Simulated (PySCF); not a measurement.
He (helium, neutral) across methods

1s1 2s1, high-spin 3S determinant (an excited configuration). Computed with PySCF 2.14 in aug-cc-pVTZ with one added diffuse shell each of s, p, d type (5s4p3d, 32 functions), with the non-relativistic Hamiltonian (point nucleus).

```json
{"method": "TPSSh", "E (hartree)": "-2.1783", "mean ε 1s α (eV)": "-36.298", "mean ε 2s α (eV)": "-3.043", "Σ⟨r²⟩ (bohr²)": "22.56", "⟨S²⟩": "2.000"}
{"method": "UHF", "E (hartree)": "-2.17267", "mean ε 1s α (eV)": "-47.039", "mean ε 2s α (eV)": "-4.728", "Σ⟨r²⟩ (bohr²)": "23.52", "⟨S²⟩": "2.000"}
{"method": "CAM-B3LYP", "E (hartree)": "-2.1670", "mean ε 1s α (eV)": "-38.837", "mean ε 2s α (eV)": "-4.065", "Σ⟨r²⟩ (bohr²)": "23.03", "⟨S²⟩": "2.000"}
{"method": "BP86", "E (hartree)": "-2.1742", "mean ε 1s α (eV)": "-34.357", "mean ε 2s α (eV)": "-2.908", "Σ⟨r²⟩ (bohr²)": "22.41", "⟨S²⟩": "2.000"}
{"method": "MN15", "E (hartree)": "-2.1744", "mean ε 1s α (eV)": "-38.185", "mean ε 2s α (eV)": "-3.162", "Σ⟨r²⟩ (bohr²)": "27.24", "⟨S²⟩": "2.000"}
{"method": "PBE", "E (hartree)": "-2.1757", "mean ε 1s α (eV)": "-34.417", "mean ε 2s α (eV)": "-2.877", "Σ⟨r²⟩ (bohr²)": "22.65", "⟨S²⟩": "2.000"}
{"method": "LDA", "E (hartree)": "-2.1191", "mean ε 1s α (eV)": "-33.561", "mean ε 2s α (eV)": "-2.803", "Σ⟨r²⟩ (bohr²)": "23.11", "⟨S²⟩": "2.000"}
{"method": "r2SCAN", "E (hartree)": "-2.1745", "mean ε 1s α (eV)": "-35.626", "mean ε 2s α (eV)": "-2.867", "Σ⟨r²⟩ (bohr²)": "22.73", "⟨S²⟩": "2.000"}
{"method": "PBE0", "E (hartree)": "-2.1779", "mean ε 1s α (eV)": "-37.596", "mean ε 2s α (eV)": "-3.406", "Σ⟨r²⟩ (bohr²)": "22.64", "⟨S²⟩": "2.000"}
```

The outer electron is Rydberg-like, and this basis confines it to a smaller radius and binds it less than a complete one would.
